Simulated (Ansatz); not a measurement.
Mulliken charges of CH$_{5}$GaO$_{3}$ (`C[O][Ga]([OH])[OH]`) from r2SCAN/def2-TZVPP in Ansatz (PBE0-D4/def2-TZVP geometry).

```tsv
atom	x (Å)	y (Å)	z (Å)	charge (e)
C1	0.149	-1.876	0.207	0.021
O2	0.700	-0.807	-0.530	-0.397
Ga3	0.163	0.855	-0.310	0.672
O4	-1.116	1.153	0.896	-0.423
O5	0.936	2.104	-1.305	-0.403
H6	0.945	-2.387	0.759	0.051
H7	-0.307	-2.597	-0.479	0.051
H8	-0.615	-1.559	0.926	0.060
H9	-1.381	2.070	0.989	0.183
H10	0.610	2.992	-1.148	0.185
```

Q: By hand: the dipole of these point charges (1 e Å = 4.8032 D).

A: Σ q r = (-0.215, 0.105, 0.192) e Å, of length 0.307 e Å = 1.47 D.

Q: How does the dipole of the full density compare? (Best estimate.)

A: Ansatz gave: (-0.274, 0.360, 0.203) e Å, 2.38 D; the point charges give 0.62 times that, at 27° from its direction.

Point charges leave out the atoms' own dipoles, such as those of lone pairs, and Mulliken's split depends on the basis, so the two needn't agree.
